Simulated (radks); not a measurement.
The nitrogen anion N2-, [He] 2s2 2p5, held by a Watson sphere: a shell of charge +2 at radius R that stands for the Madelung well of a crystal (potential energy -2/R inside, -2/r outside, in hartree with lengths in bohr). Method: non-relativistic Kohn-Sham, LDA (Slater exchange, Perdew-Wang correlation), spin-polarised, spherical densities, point nucleus; open shells are filled with parallel spins first; computed with a radial shooting solver on a logarithmic mesh with Libxc functionals. Response by self-consistent Sternheimer equations with the Hartree and adiabatic LDA kernel. The sphere does not respond.

R (bohr) = 1.66: e(2s down) (eV) -18.897; e(2p up) (eV) -8.715; e(2p down) (eV) -7.683; <r> 2p (bohr) 1.610; sum of <r^2> (bohr^2) 20.86; X-ray form factor at sin(theta)/lambda = 0.2 1/angstrom 5.231; alpha (bohr^3) 12.80
R (bohr) = 1.76: e(2s down) (eV) -18.463; e(2p up) (eV) -8.390; e(2p down) (eV) -7.379; <r> 2p (bohr) 1.645; sum of <r^2> (bohr^2) 21.68; X-ray form factor at sin(theta)/lambda = 0.2 1/angstrom 5.158; alpha (bohr^3) 14.08
R (bohr) = 2.84: e(2s down) (eV) -14.889; e(2p up) (eV) -5.535; e(2p down) (eV) -4.648; <r> 2p (bohr) 2.008; sum of <r^2> (bohr^2) 30.60; X-ray form factor at sin(theta)/lambda = 0.2 1/angstrom 4.691; alpha (bohr^3) 38.80
R (bohr) = 3.03: e(2s down) (eV) -14.463; e(2p up) (eV) -5.163; e(2p down) (eV) -4.283; <r> 2p (bohr) 2.073; sum of <r^2> (bohr^2) 32.23; X-ray form factor at sin(theta)/lambda = 0.2 1/angstrom 4.653; alpha (bohr^3) 46.22
R (bohr) = 3.12: e(2s down) (eV) -14.277; e(2p up) (eV) -4.999; e(2p down) (eV) -4.122; <r> 2p (bohr) 2.104; sum of <r^2> (bohr^2) 33.01; X-ray form factor at sin(theta)/lambda = 0.2 1/angstrom 4.639; alpha (bohr^3) 50.21
R (bohr) = 3.13: e(2s down) (eV) -14.258; e(2p up) (eV) -4.981; e(2p down) (eV) -4.104; <r> 2p (bohr) 2.108; sum of <r^2> (bohr^2) 33.10; X-ray form factor at sin(theta)/lambda = 0.2 1/angstrom 4.637; alpha (bohr^3) 50.67
R (bohr) = 3.59: e(2s down) (eV) -13.461; e(2p up) (eV) -4.264; e(2p down) (eV) -3.386; <r> 2p (bohr) 2.278; sum of <r^2> (bohr^2) 37.30; X-ray form factor at sin(theta)/lambda = 0.2 1/angstrom 4.587; alpha (bohr^3) 77.25
R (bohr) = 3.86: e(2s down) (eV) -13.087; e(2p up) (eV) -3.925; e(2p down) (eV) -3.035; <r> 2p (bohr) 2.390; sum of <r^2> (bohr^2) 39.95; X-ray form factor at sin(theta)/lambda = 0.2 1/angstrom 4.572; alpha (bohr^3) 99.21
